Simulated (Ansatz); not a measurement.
A structure relaxed at r2SCAN-D4/def2-SVPD in Ansatz, charge -1, doublet:

Cartesian coordinates in Å:
```
Pt 0.154 1.339 0.877
Pt 1.422 -0.475 -0.574
Pt -1.074 0.198 -1.187
Ru -0.503 -1.063 0.885
```

**Question.** Give its formula and point group.

**Answer.** RuPt3⁻. Point group C3v (tolerance 0.1 Å).

**Question.** Summarise the bond lengths by kind (pairs closer than 1.2 times the sum of covalent radii, bridged metal pairs left out).

**Answer.** 3 × Pt–Pt 2.65 to 2.66 Å; 3 × Pt–Ru 2.49 Å.

In the def2 sets Pt, Ru take a core potential; there is no spin–orbit coupling. The charge -1 doublet is spin-contaminated (final ⟨S²⟩ up to 3.05, 0.75 for a pure state). Another isomer (quartet) lies 0.95 eV lower at PBE0-D4/def2-TZVPD; other spin states weren't run for this one.
